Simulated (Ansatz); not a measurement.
`O[SiH2]C[SiH2]O` + H₂S → `O[SiH2]CS` + `O[SiH3]`  (substitution at a C–Si bond)

Calculated with Ansatz (gas phase, PBE0-D4/def2-TZVP geometries, no zero-point term in ΔE). CCSD(T)/CBS adds triple-zeta CCSD(T) − MP2 to the extrapolated MP2 energy (def2 sets, frozen cores). This one scheme is used for every species. Functionals use def2-TZVPP. B3LYP here is the variant with VWN-RPA as its local correlation; programs differ in this. One conformer a species, not always the lowest.

```tsv
level	ΔE (kJ/mol)	difference from CCSD(T)/CBS
PBE-D4	75.7	-3.0
r2SCAN-D4	80.7	2.0
PBE0-D4	78.7	0.0
B3LYP-D4	77.5	-1.2
ωB97X-V	77.6	-1.1
ωB97M-V	80.7	2.0
B2PLYP	75.5	-3.2
PBE	72.4	-6.3
r2SCAN	79.6	0.9
PBE0	75.7	-3.0
B3LYP	72.5	-6.2
HF/def2-TZVPP	71.2	-7.5
MP2/def2-TZVPP	80.1	1.4
SCS-MP2/def2-TZVPP	75.5	-3.2
CCSD/def2-TZVPP	80.2	1.5
CCSD(T)/def2-TZVPP	80.2	1.5
HF/def2-QZVPP	70.8	-7.9
MP2/def2-QZVPP	79.1	0.4
SCS-MP2/def2-QZVPP	74.7	-4.0
HF/CBS(def2)	70.8	-7.9
MP2/CBS(def2)	78.6	-0.1
CCSD/CBS(def2)	78.8	0.1
CCSD(T)/CBS	78.7	0
```

Largest T1 diagnostic among the species: 0.011.

The D4 term adds +4.9 kJ/mol with B3LYP and +3.0 kJ/mol with PBE0; it sums over pairs of atoms, weighted by their polarisabilities, and B3LYP, whose exchange is more repulsive, gets the larger term. In def2-TZVPP, CCSD(T) changes the Hartree–Fock value by +9.0 kJ/mol (the triples alone add −0.1 kJ/mol) and MP2 by +8.9 kJ/mol.
